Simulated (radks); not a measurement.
Values are calculated unless marked as measured or tabulated.
Species: B I. Configuration: [He] 2s2 2p1 (the NIST ground configuration). Code: a radial shooting solver on a logarithmic mesh with Libxc functionals. Model: non-relativistic Kohn-Sham, PBE, spin-polarised, spherical densities, point nucleus; open shells are filled with parallel spins first.

Normalised radial functions P(r) = r R(r), r in bohr:

```
   r/bohr * 2p down (the largest magnitude, 0.613, reaches the edge; | marks zero)
  0.02373 *
  0.02945 *
  0.03655 *
  0.04537 |*
  0.05631 |*
  0.06988 |*
  0.08673 | *
   0.1085 |  *
   0.1347 |   *
   0.1671 |     *
   0.2074 |       *
   0.2574 |          *
   0.3195 |              *
   0.3965 |                   *
   0.4922 |                         *
   0.6108 |                                *
   0.7581 |                                       *
   0.9409 |                                             *
    1.168 |                                                   *
    1.449 |                                                      *
    1.799 |                                                      *
    2.232 |                                                  *
    2.771 |                                           *
    3.438 |                                  *
    4.268 |                        *
    5.296 |               *
    6.573 |        *
    8.158 |   *
```

2p down (empty): eigenvalue -2.946 eV, 0 radial nodes, <r> = 2.37 bohr, 90 % of the charge inside 4.12 bohr.
